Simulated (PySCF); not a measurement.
Partial charges of `O=C(F)c1ccc(Cl)cc1`

Compound: C7H4ClFO.
Z-matrix (Å and degrees, PBE0-D3(BJ)/def2-SVP geometry), rows numbered from 1:
```
O 
C   1  1.1862
F   2  1.3425  1  120.52
C   2  1.4757  1  127.19  3   179.96
C   4  1.3994  2  122.01  1   179.50
C   5  1.3893  4  120.20  2  -179.80
C   6  1.3960  5  119.26  4    -0.04
Cl  7  1.7255  6  119.38  5   179.96
C   7  1.3974  6  121.19  5    -0.03
C   9  1.3875  7  119.14  6     0.08
H   5  1.0907  4  119.66  2     0.13
H   6  1.0908  5  121.02  4   179.93
H   9  1.0909  7  119.72  6  -179.96
H  10  1.0919  4  118.84  2    -0.16
```

Density: PBE0/pcSseg-1 (PySCF); schemes: Mulliken, IAO, Hirshfeld and ESP-fitted. One conformer (not necessarily the lowest) at the PBE0-D3(BJ)/def2-SVP geometry, without solvent, vibrations or thermal averaging.

**Question.** Which atoms carry the lowest charge in the Mulliken, IAO, Hirshfeld and ESP-fitted schemes?

**Answer.** The schemes don't all agree: Mulliken C4 (-0.453); IAO O1 (-0.398); Hirshfeld O1 (-0.227); ESP-fitted O1 (-0.448).

**Question.** For which atoms does the sign change between the 4 schemes (beyond +0.03 e in one, beyond −0.03 e in another)?

**Answer.** C4, C5, C6, C7, C9 and C10.

**Question.** What partial charge does each atom carry?

**Answer.** In e:

```json
{"atom": "O1", "environment": "carbonyl oxygen", "Mulliken": "-0.351", "IAO": "-0.398", "Hirshfeld": "-0.227", "ESP-fitted": "-0.448"}
{"atom": "C2", "environment": "acyl halide carbon", "Mulliken": "+0.718", "IAO": "+0.606", "Hirshfeld": "+0.228", "ESP-fitted": "+0.636"}
{"atom": "F3", "environment": "acyl fluorine", "Mulliken": "-0.262", "IAO": "-0.280", "Hirshfeld": "-0.075", "ESP-fitted": "-0.229"}
{"atom": "C4", "environment": "substituted aromatic carbon", "Mulliken": "-0.453", "IAO": "-0.088", "Hirshfeld": "-0.027", "ESP-fitted": "+0.043"}
{"atom": "C5", "environment": "aromatic CH carbon", "Mulliken": "+0.033", "IAO": "-0.119", "Hirshfeld": "-0.032", "ESP-fitted": "-0.285"}
{"atom": "C6", "environment": "aromatic CH carbon", "Mulliken": "+0.054", "IAO": "-0.157", "Hirshfeld": "-0.051", "ESP-fitted": "+0.050"}
{"atom": "C7", "environment": "aromatic C–Cl carbon", "Mulliken": "-0.223", "IAO": "+0.009", "Hirshfeld": "+0.031", "ESP-fitted": "-0.129"}
{"atom": "Cl8", "environment": "aryl chlorine", "Mulliken": "-0.056", "IAO": "-0.009", "Hirshfeld": "-0.011", "ESP-fitted": "-0.040"}
{"atom": "C9", "environment": "aromatic CH carbon", "Mulliken": "+0.059", "IAO": "-0.156", "Hirshfeld": "-0.050", "ESP-fitted": "+0.046"}
{"atom": "C10", "environment": "aromatic CH carbon", "Mulliken": "+0.035", "IAO": "-0.110", "Hirshfeld": "-0.024", "ESP-fitted": "-0.251"}
{"atom": "H11", "environment": "aromatic hydrogen", "Mulliken": "+0.107", "IAO": "+0.176", "Hirshfeld": "+0.056", "ESP-fitted": "+0.189"}
{"atom": "H12", "environment": "aromatic hydrogen", "Mulliken": "+0.114", "IAO": "+0.172", "Hirshfeld": "+0.059", "ESP-fitted": "+0.121"}
{"atom": "H13", "environment": "aromatic hydrogen", "Mulliken": "+0.114", "IAO": "+0.173", "Hirshfeld": "+0.059", "ESP-fitted": "+0.121"}
{"atom": "H14", "environment": "aromatic hydrogen", "Mulliken": "+0.112", "IAO": "+0.180", "Hirshfeld": "+0.062", "ESP-fitted": "+0.177"}
```

Mean size of the charges over all atoms: ESP-fitted 0.198 e, Mulliken 0.192 e, IAO 0.188 e, Hirshfeld 0.071 e. Each set sums to the total charge, 0, to within 0.001 e. The ESP scheme is a least-squares fit of atom-centred charges to the potential on four shells outside the van der Waals surface, with the total charge fixed.

**Question.** Sum the charges by element, for elements with more than one atom.

**Answer.** 
```tsv
element	atoms	Mulliken	IAO	Hirshfeld	ESP-fitted
C	7	+0.223	-0.015	+0.076	+0.109
H	4	+0.447	+0.702	+0.236	+0.608
```

**Question.** How many electrons does the ESP-fitted scheme count on C5?

**Answer.** Z − q = 6 − (-0.285) = 6.285.

**Question.** How closely do the schemes follow one another over all atoms?

**Answer.** Correlation coefficient and root-mean-square difference: IAO with Hirshfeld 0.97, 0.149 e; IAO with ESP-fitted 0.90, 0.113 e; Hirshfeld with ESP-fitted 0.88, 0.178 e; Mulliken with IAO 0.81, 0.159 e; Mulliken with Hirshfeld 0.78, 0.204 e; Mulliken with ESP-fitted 0.76, 0.182 e.
